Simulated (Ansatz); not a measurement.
Basis sets compared for BCl2Br (BBrCl₂). Total charge 0; singlet. Geometry B3LYP-D4/def2-SVP. Ansatz on 2 threads of Arm Neoverse V1 on a shared host; times are rough, and most runs start from earlier orbitals.

```xyz
4

B    -0.0353    0.0183    0.0098
Cl   -1.5407   -0.8644   -0.1065
Cl   -0.0383    1.6834    0.5449
Br    1.6142   -0.8373   -0.4482
```

The 6-31G sets use Cartesian d functions. B3LYP takes the VWN-RPA correlation.

Binding counts from free atoms (B doublet, Cl doublet, Br doublet) in the same basis, without a counterpoise term.

```json
{"level": "HF/STO-3G", "functions": "41", "energy (Eh)": "-3478.3192", "HOMO (eV)": "-9.79", "LUMO (eV)": "4.58", "binding per atom (eV)": "3.05", "wall time": "0.2 s"}
{"level": "HF/6-31G", "functions": "64", "energy (Eh)": "-3515.7467", "HOMO (eV)": "-12.02", "LUMO (eV)": "1.46", "binding per atom (eV)": "2.05", "wall time": "0.55 s"}
{"level": "PBE-D4/def2-SVP", "functions": "82", "energy (Eh)": "-3518.1106", "HOMO (eV)": "-7.13", "LUMO (eV)": "-2.46", "binding per atom (eV)": "3.59", "wall time": "1 s"}
{"level": "B3LYP-D4/6-31G", "functions": "64", "energy (Eh)": "-3519.1280", "HOMO (eV)": "-8.51", "LUMO (eV)": "-2.18", "binding per atom (eV)": "2.97", "wall time": "1.1 s"}
{"level": "PBE0-D4/def2-SVP", "functions": "82", "energy (Eh)": "-3518.2797", "HOMO (eV)": "-8.56", "LUMO (eV)": "-1.64", "binding per atom (eV)": "3.50", "wall time": "1.5 s"}
```

(1) Estimate the rows for HF/def2-TZVP, PBE-D4/def2-TZVP, B3LYP-D4/def2-TZVP, PBE0-D4/def2-TZVP (with forces).

Answers

(1) 
| level | functions | energy (Eh) | HOMO (eV) | LUMO (eV) | binding per atom (eV) | wall time |
| --- | --- | --- | --- | --- | --- | --- |
| HF/def2-TZVP | 153 | -3516.2494 | -11.73 | 1.88 | 2.49 | 2.1 s |
| PBE-D4/def2-TZVP | 153 | -3518.7638 | -7.34 | -2.78 | 3.51 | 1.9 s |
| B3LYP-D4/def2-TZVP | 153 | -3519.6235 | -8.40 | -2.05 | 3.30 | 3.3 s |
| PBE0-D4/def2-TZVP (with forces) | 153 | -3518.9293 | -8.69 | -1.89 | 3.43 | 4 s |
